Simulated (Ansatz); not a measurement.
Ansatz (a program for electronic structure) input (B3LYP/LANL2DZ): The .json file is the Basis Set Exchange's LANL2DZ.

Ansatz 0.2 input:
```yaml
crystal:
  periodic: [false, false, false]
  atoms:
    - {symbol: Sb, position_ang: [0.15501444, -0.61263086, 0.74135685]}
    - {symbol: Br, position_ang: [1.86690684, 0.93999903, -0.54617064]}
    - {symbol: Br, position_ang: [-2.09278502, -0.04730835, -0.53409219]}
basis:
  gaussian:
    orbitals: LANL2DZ.json
hamiltonian:
  xc: {name: B3LYP}
magnetization: {spin_polarized: true, initial_magnetization: 1}
phonons: {temperatures: {t_min: 298.15, t_max: 298.15, t_step: 100}}
```

Output:

```
Functional definition: B3LYP
integrals: 0.01 GiB planned
422 factors; integrals over basis functions are off by at most 3.1e-5 eV
mean field: 0.10 GiB planned
mean field evaluation 1: about -863.6207 eV, gradient 1.0e1 eV
mean field evaluation 2: about -860.1029 eV, gradient 2.2e1 eV
mean field evaluation 4: about -864.8571 eV, gradient 1.1e-1 eV
mean field evaluation 8: about -864.8579 eV, gradient 8.4e-3 eV
mean field -864.85790420 eV, -31.7829417577 hartree, gradient 2.1e-5 eV, S^2 0.751962; 0 other end points of the search recorded, 0 dependent functions left out
the calculation of the forces begins
reference -864.85811397 eV, -31.7829494666 hartree; 10, 9 occupied and 14, 15 virtual orbitals, 422 factors
these checks for a lower state are left out or cut short: stability, starts, cluster_reference, orbital_swaps, neighbouring_geometries, increment
integrals: 0.01 GiB planned
422 factors; integrals over basis functions are off by at most 3.1e-5 eV
mean field: 0.10 GiB planned
mean field evaluation 16: about -864.8575 eV, gradient 7.6e-2 eV
mean field -864.85788224 eV, -31.7829409505 hartree, gradient 2.5e-6 eV, S^2 0.751968; 0 other end points of the search recorded, 0 dependent functions left out
the calculation of the forces begins
reference -864.85809205 eV, -31.7829486609 hartree; 10, 9 occupied and 14, 15 virtual orbitals, 422 factors
these checks for a lower state are left out or cut short: stability, starts, cluster_reference, orbital_swaps, neighbouring_geometries, increment
integrals: 0.01 GiB planned
422 factors; integrals over basis functions are off by at most 3.1e-5 eV
mean field: 0.10 GiB planned
mean field -864.85788915 eV, -31.7829412044 hartree, gradient 2.5e-6 eV, S^2 0.751956; 0 other end points of the search recorded, 0 dependent functions left out
the calculation of the forces begins
reference -864.85809887 eV, -31.7829489118 hartree; 10, 9 occupied and 14, 15 virtual orbitals, 422 factors
these checks for a lower state are left out or cut short: stability, starts, cluster_reference, orbital_swaps, neighbouring_geometries, increment
integrals: 0.01 GiB planned
422 factors; integrals over basis functions are off by at most 3.1e-5 eV
mean field: 0.10 GiB planned
mean field evaluation 32: about -864.8579 eV, gradient 1.6e-5 eV
mean field -864.85788535 eV, -31.7829410650 hartree, gradient 2.3e-6 eV, S^2 0.751969; 0 other end points of the search recorded, 0 dependent functions left out
the calculation of the forces begins
reference -864.85809516 eV, -31.7829487753 hartree; 10, 9 occupied and 14, 15 virtual orbitals, 422 factors
these checks for a lower state are left out or cut short: stability, starts, cluster_reference, orbital_swaps, neighbouring_geometries, increment
integrals: 0.01 GiB planned
422 factors; integrals over basis functions are off by at most 3.1e-5 eV
mean field: 0.10 GiB planned
mean field -864.85789187 eV, -31.7829413044 hartree, gradient 2.1e-6 eV, S^2 0.751956; 0 other end points of the search recorded, 0 dependent functions left out
the calculation of the forces begins
reference -864.85810160 eV, -31.7829490119 hartree; 10, 9 occupied and 14, 15 virtual orbitals, 422 factors
these checks for a lower state are left out or cut short: stability, starts, cluster_reference, orbital_swaps, neighbouring_geometries, increment
integrals: 0.01 GiB planned
422 factors; integrals over basis functions are off by at most 3.1e-5 eV
mean field: 0.10 GiB planned
mean field -864.85789707 eV, -31.7829414954 hartree, gradient 1.2e-6 eV, S^2 0.751966; 0 other end points of the search recorded, 0 dependent functions left out
the calculation of the forces begins
reference -864.85810685 eV, -31.7829492048 hartree; 10, 9 occupied and 14, 15 virtual orbitals, 422 factors
these checks for a lower state are left out or cut short: stability, starts, cluster_reference, orbital_swaps, neighbouring_geometries, increment
integrals: 0.01 GiB planned
422 factors; integrals over basis functions are off by at most 3.1e-5 eV
mean field: 0.10 GiB planned
mean field -864.85789898 eV, -31.7829415656 hartree, gradient 1.3e-6 eV, S^2 0.751959; 0 other end points of the search recorded, 0 dependent functions left out
the calculation of the forces begins
reference -864.85810873 eV, -31.7829492740 hartree; 10, 9 occupied and 14, 15 virtual orbitals, 422 factors
Total energy: -864.85811397 eV, -31.7829494666 hartree
Atom 0 at     0.155014    -0.612631     0.741357 Å, force    -0.000385     0.001522    -0.001841 eV/Å
Atom 1 at     1.866907     0.939999    -0.546171 Å, force    -0.000532    -0.000941     0.000923 eV/Å
Atom 2 at    -2.092785    -0.047308    -0.534092 Å, force     0.000917    -0.000580     0.000918 eV/Å
Dipole moment:     0.114450    -0.452316     0.547356 e Å
Vibrations: 69.53 218.13 219.43 cm⁻¹, zero-point energy 0.031435 eV
```

The blocks after the first are displaced geometries, from whose forces the wavenumbers follow.
